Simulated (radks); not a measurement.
The sulfur anion S2-, [Ar], held by a Watson sphere: a shell of charge +1.88 at radius R that stands for the Madelung well of a crystal (potential energy -1.88/R inside, -1.88/r outside, in hartree with lengths in bohr). All-electron calculation, scalar-relativistic Kohn-Sham, PBEsol, spin-unpolarised, spherical densities, point nucleus. Program: a radial shooting solver on a logarithmic mesh with Libxc functionals. Response by self-consistent Sternheimer equations with the Hartree and adiabatic LDA kernel, the relativistic mass of each level held fixed and spin-orbit coupling left out. The sphere does not respond.

R (bohr)  e(2p) (eV)  e(3s) (eV)  e(3p) (eV)  <r> 3p (bohr)  sum of <r^2> (bohr^2)  X-ray form factor at sin(theta)/lambda = 0.3 1/angstrom  alpha (bohr^3)
1.91         -152.28     -17.499      -7.438          2.060                  39.19                                                    9.017           23.57
2.2          -152.19     -16.685      -6.936          2.137                  41.88                                                    8.968           27.62
2.51         -152.15     -15.883      -6.364          2.215                  44.73                                                    8.950           33.00
2.74         -152.08     -15.342      -5.937          2.269                  46.79                                                    8.950           37.75
3.65         -151.52     -13.637      -4.402          2.456                  54.54                                                    8.980           64.03
3.66         -151.52     -13.622      -4.387          2.457                  54.62                                                    8.980           64.39
4.64         -150.76     -12.388      -3.128          2.617                  62.51                                                    8.999           111.6

Estimate the row for R = 2.73 bohr.

Answer. e(2p) (eV) -152.09; e(3s) (eV) -15.365; e(3p) (eV) -5.956; <r> 3p (bohr) 2.267; sum of <r^2> (bohr^2) 46.71; X-ray form factor at sin(theta)/lambda = 0.3 1/angstrom 8.950; alpha (bohr^3) 37.53.
